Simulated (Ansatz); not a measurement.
Computed with Ansatz on PBE0-D4/def2-TZVP structures; ΔE is electronic, products minus reactants. CCSD(T)/CBS adds triple-zeta CCSD(T) − MP2 to the extrapolated MP2 energy (def2 sets, frozen cores). This one scheme is used for every species. For Ga outer-core shells are correlated without core-valence functions, which leaves a few kJ/mol of doubt a bond. Scalar relativity is left out up to krypton.

Reaction (formal exchange of groups at a Ga–Si bond): `C[SiH2][GaH2]` + `B1B[SiH2]1` → `[GaH2][B]1B[SiH2]1` + `C[SiH3]`

| species | CCSD(T)/CBS(def2) energy (Eh) |
| --- | --- |
| `C[SiH2][GaH2]` | -2255.26778 |
| `B1B[SiH2]1` | -340.97257 |
| `[GaH2][B]1B[SiH2]1` | -2265.51334 |
| `C[SiH3]` | -330.73916 |

Question: Work out ΔE.

Answer: ΔE = (-2265.51334) + (-330.73916) − (-2255.26778) − (-340.97257) = -0.01215 Eh = -31.9 kJ/mol.

Question: What do rigid-rotor, harmonic-oscillator terms from PBE0-D4/def2-TZVP frequencies (298.15 K, 1 bar) make of the CCSD(T)/CBS value? (An estimate is asked.)

Answer: Computed: ΔZPE = +2.2 kJ/mol, ΔH = -30.9 kJ/mol, ΔS = -17 J/(mol·K), ΔG = -26.0 kJ/mol.

Largest T1 diagnostic among the species: 0.015.

At CCSD(T), def2-SVP lies −5.9 kJ/mol from the extrapolated value and def2-TZVPP −2.7 kJ/mol. From PBE to PBE0 (25 % exact exchange), in def2-TZVPP and without D4, ΔE moves by −3.4 kJ/mol.
